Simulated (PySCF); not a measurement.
BrGe, SMILES [Ge][Br] (connectivity only; charge and spin as stated), charge +1, multiplicity 1.

Geometry optimised at B3LYP-D3(BJ)/def2-TZVP. The spin state was assumed, not searched.

Level of theory: M06-2X/def2-TZVPD in PySCF.

Isolated molecule, no solvent.

Q: Estimate the frontier levels, gap, dipole moment and polarisability. (Estimate from the structure and the level; the computed values follow.)

A: 
* **highest occupied level**: -16.38 eV
* **lowest empty level**: -8.37 eV
* **orbital gap**: 8.00 eV
* **dipole moment about the centre of nuclear charge**: 3.60 D
* **mean static polarisability**: 41.7 bohr³ (6.18 Å³)
* **polarisability, principal values**: 33.2, 33.2, 58.6 bohr³
